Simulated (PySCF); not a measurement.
## Unknowns

- structure optimised with GFN2-xTB
- NMR shieldings at PBE0/pcSseg-1/GIAO
- code: PySCF
- isolated molecule, single conformer, one averaged value for each set of equivalent atoms, non-relativistic

References, each an isolated molecule treated in the same way: $^{1}$H (σ = 31.72 ppm), $^{13}$C (σ = 186.93 ppm) against TMS. Splittings of carbon signals by F and P are missing where no couplings were computed. Where no couplings were computed, multiplicities follow the n + 1 count of equivalent neighbours, and m marks all less simple cases (inequivalent or close neighbours, rings, F or P nearby). Shifts are as computed. Against solution values, carbons near 30 ppm lie about +3 ppm off and those near 130 ppm about +5 ppm. Of 1211 compounds with measured shifts, 218 miss one by over three times the rms of a fit or turn the order of signals round; such compounds aren't used in these exercises.

(1) C6H10OSi. $^{1}$H NMR (600 MHz, computed): δ 6.59 (m, 1H), 6.55 (m, 1H), 6.00 (m, 1H), 5.33 (d, 2H), 4.80 (t, 1H), 2.74 (m, 2H), 2.13 (m, 2H). $^{13}$C{$^{1}$H} NMR (computed): δ 154.7 (C), 143.5 (CH2), 142.6 (CH), 109.5 (CH), 33.8 (CH2), 20.7 (CH2). Give a structure.

(2) C7H13NOSi. $^{1}$H NMR (500 MHz, computed): δ 6.09 (m, 1H), 5.72 (m, 1H), 5.72 (m, 1H), 4.99 (m, 1H), 4.83 (m, 1H), 3.30 (m, 1H), 1.58 (m, 1H), 1.10 (d, 3H), 0.87 (d, 3H). $^{13}$C{$^{1}$H} NMR (computed): δ 147.2, 128.2, 125.0, 88.7, 38.5, 21.5, 20.9. Identify the compound.

(3) C6H8OP2. $^{1}$H NMR (400 MHz, computed): δ 10.59 (m, 1H), 9.18 (m, 1H), 4.34 (s, 3H), 2.66 (s, 3H). $^{13}$C{$^{1}$H} NMR (computed): δ 201.9 (C), 190.3 (CH), 164.0 (CH), 139.4 (C), 60.3 (CH3), 26.4 (CH3). What is it?

(4) C5H3N3O2. $^{1}$H NMR (400 MHz, computed): δ 3.03 (s, 3H). $^{13}$C{$^{1}$H} NMR (computed): δ 189.9, 166.9, 150.6, 112.7, 31.8. Give a structure.

## Answers

(1) `C=C[SiH2]OC1=CCC1`. Rings plus π bonds: 3 (1 ring in the answer). 6 carbon signals for 6 carbons: no two carbons are equivalent. Carbon types of the structure: 1 × C, 2 × CH, 3 × CH2, leaving 2 H on heteroatoms. δC 154.7: alkene carbon bearing oxygen; an sp2 carbon further deshielded by the attached heteroatom. δC 143.5: terminal =CH2 carbon; as expected for a trigonal carbon in a double bond. δC 142.6: alkene CH; an sp2 carbon of a C=C bond. δC 109.5: β carbon of an enol-ether or enamine type C=C; the O or N lone pair pushes π density onto this β carbon and shields it.

The data come from this structure; uniqueness wasn't tested.

(2) SMILES C=C[C@H](O[SiH2]C#N)C(C)C. Rings plus π bonds: 3 (no ring in the answer). 7 carbon signals for 7 carbons: no two carbons are equivalent. Carbon types of the structure: 1 × C, 3 × CH, 1 × CH2, 2 × CH3, leaving 2 H on heteroatoms. δC 147.2: alkene CH; an sp2 carbon of a C=C bond. δC 128.2: terminal =CH2 carbon; the olefinic region. δC 125.0: nitrile carbon; this is the usual window of a C≡N carbon, which has no attached hydrogen. δC 88.7: allylic sp3 CH bonded to O; pulled downfield by the heteroatom.

The shifts were computed for this structure.

(3) SMILES COc1pcpcc1C. 6 carbon signals for 6 carbons: no two carbons are equivalent. Carbon types of the structure: 2 × C, 2 × CH, 2 × CH3, which accounts for all hydrogens. δC 201.9: aromatic carbon bearing oxygen; the electronegative substituent deshields the carbon that carries it. δC 139.4: substituted aromatic carbon. δC 60.3: methyl carbon bonded to O; the inductive effect lowers its shielding. δH 10.59, 9.18: hydrogen on an aromatic CH; the ring current deshields protons in the ring plane.

The data come from this structure; uniqueness wasn't tested.

(4) `C(C)(=O)c1nnc(C#N)o1`. The formula gives 6 degrees of unsaturation (1 ring in the answer). 5 carbon signals for 5 carbons: no two carbons are equivalent. Carbon types of the structure: 4 × C, 1 × CH3, which accounts for all hydrogens. δC 189.9: ketone carbonyl carbon; low-lying n→π* states of the double bond to the heteroatom give a large paramagnetic term (-246 ppm). δC 166.9, 150.6: substituted aromatic carbon next to the ring oxygen. δC 112.7: nitrile carbon; typical of a nitrile. δC 31.8: methyl carbon α to a carbonyl; α to the electron-withdrawing carbonyl group.

The data come from this structure; uniqueness wasn't tested.
